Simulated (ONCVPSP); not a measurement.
## Pd (Z = 46): ONCV pseudisation with PBEsol, scalar-relativistic reference atom.

ONCVPSP 4.0.1 was run on this input:

```
# ATOM AND REFERENCE CONFIGURATION
# atsym  z   nc   nv     iexc    psfile
  Pd 46.00    7    2  -116133      upf
#
#   n    l    f
    1    0    2.00
    2    0    2.00
    2    1    6.00
    3    0    2.00
    3    1    6.00
    3    2   10.00
    4    0    2.00
    4    1    6.00
    4    2    8.00
#
# PSEUDOPOTENTIAL AND OPTIMIZATION
# lmax
    3
#
#   l,   rc,      ep,       ncon, nbas, qcut
    0    1.95    0.44    3    8    3.30
    1    1.20    0.00    4    8    5.50
    2    1.95    0.00    4    9    6.30
    3    1.20    0.14    3    6   10.00
#
# LOCAL POTENTIAL
# lloc, lpopt,  rc(5),   dvloc0
    3    5    1.20    0.00
#
# VANDERBILT-KLEINMAN-BYLANDER PROJECTORs
# l, nproj, debl
    0    3    1.60
    1    1    2.30
    2    1    0.80
    3    0    1.20
#
# MODEL CORE CHARGE
# icmod, fcfact, rcfact
    1    0.75    0.00
#
# LOG DERIVATIVE ANALYSIS
# epsh1, epsh2, depsh
   -4.00    5.00    0.02
#
# OUTPUT GRID
# rlmax, drl
    6.00    0.01
#
# TEST CONFIGURATIONS
# ncnf
    4
# nvcnf
#   n    l    f
    2
    4    1    6.00
    4    2   10.00
#
    2
    4    1    6.00
    4    2    9.00
#
    2
    4    1    6.00
    4    2    7.00
#
    3
    4    1    6.00
    4    2    8.00
    5    0    1.00
#
```

Command:

```bash
oncvpsp.x < Pd.dat > Pd.out
```

Output (shortened: citation, most of the input echo, consistency checks and plot data are left out):

```
[... start of the log left out ...]

Reference configufation results
  iterations    24
  all-electron total energy (Ha)   -5.04233197D+03

Begin loop to  construct optimized pseudo wave functions
and semi-local pseudopoentials for all angular momenta

WARNING wellstate: moderately localized bound state found for n= 5 l=  0
WARNING scattering state with energy  0.05000000
WARNING will be used for the first projector

   Wellstate for l =  0  n =  6
     eigenvalue =   0.0500
     asymptotic potential =   0.5500
     half-point radius =  4.2399

   Wellstate for l =  0  n =  7
     eigenvalue =   1.6500
     asymptotic potential =   2.1500
     half-point radius =  3.7777

   Wellstate for l =  0  n =  8
     eigenvalue =   3.2500
     asymptotic potential =   3.7500
     half-point radius =  3.8998

Calculating optimized projector #   1

 for l=   0

    Fraction of norm inside rc  0.118059
    Optimizing pswf for qcut=   3.29 a_B^-1,  ecut=   5.42 Ha
    Residual kinetic energy error=  4.90D-04 Ha
 ERROR pspot:  first pseudo wave function has node,          program will stop
 ERROR pspot: try changing psp parameters for this l
```

The run stopped because the optimised pseudo-wave of the first projector has a node, so the radial equation cannot be inverted for a potential.

The run took about 0.3 s on one core of a shared server CPU.
